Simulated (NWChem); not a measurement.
# GeSiH5Cl; SMILES [SiH2](Cl)[GeH3]

Program: NWChem. Coordinates come from a PBE-D3(BJ)/def2-SVP optimisation.

For level B3LYP/def2-TZVPP:

```yaml
orbital gap (eV): 7.23
```

Q: Estimate the same quantities for level B3LYP/def2-SVP.

A: 
| Quantity | Value |
|---|---|
| orbital gap (eV) | 7.42 |
